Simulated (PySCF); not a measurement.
## Gas-phase XPS of [(Cl)3Si]2O, computed

[(Cl)3Si]2O.
Z-matrix (Å and degrees, PBE0-D3(BJ)/def2-SVP geometry), rows numbered from 1:
```
Si
Cl  1  2.0348
Cl  1  2.0336  2  109.55
Cl  1  2.0297  2  110.57  3  -121.59
O   1  1.6353  2  109.33  3   120.07
Si  5  1.6350  1  148.92  2   -46.37
Cl  6  2.0339  5  109.44  1   -35.00
Cl  6  2.0281  5  107.89  1  -154.80
Cl  6  2.0315  5  109.35  1    85.11
```

The calculation used PySCF, delta-SCF UKS SCAN, pcX-2 on the ionised atom, pcseg-1 elsewhere, spin-free X2C. Vertical ΔSCF values, vacuum level as zero.

Task: Give the core binding energies atom by atom.

Result: 
| atom(s) | bonded to | level | binding energy (eV) | 2p1/2 (eV) | count |
| --- | --- | --- | --- | --- | --- |
| Si1/Si6 | O and 3 Cl | Si 2p3/2 | 110.40 | 111.02 | 2 |
| Si1/Si6 | O and 3 Cl | Si 1s | 1850.68 | – | 2 |
| Cl2 (×6) | Si | Cl 2p3/2 | 206.95 | 208.60 | 6 |
| Cl2 (×6) | Si | Cl 1s | 2829.54 | – | 6 |
| O5 | 2 Si | O 1s | 539.50 | – | 1 |

Task: Which photon wavelength matches the O 1s of O5 threshold?

Result: λ = hc/E = 12398.42 eV Å / 539.50 eV = 22.981 Å.

Task: Which photon energy gives electrons from O 1s of O5 a kinetic energy of 50 eV, and what is their de Broglie wavelength?

Result: hν = 539.50 + 50 = 589.50 eV, recoil neglected; λ = 12.264 Å/√(E/eV) = 1.73 Å.

Topologically equivalent atoms share the value of their first member; where this conformer doesn't relate them by symmetry, their own values could differ. The 2p values add to the ΔSCF energy of one spin-free hole a correction within the shell (spin–orbit coupling, ligand field). 2p1/2 minus 2p3/2 (ligand field included): Si 0.62 eV, Cl 1.65 eV. Isolated species at its PBE0-D3(BJ)/def2-SVP geometry, gas phase.

On an Arm Neoverse V1 with one thread, no GPU (shared host), this took 34 s wall and 0.67 GiB of memory at its peak.
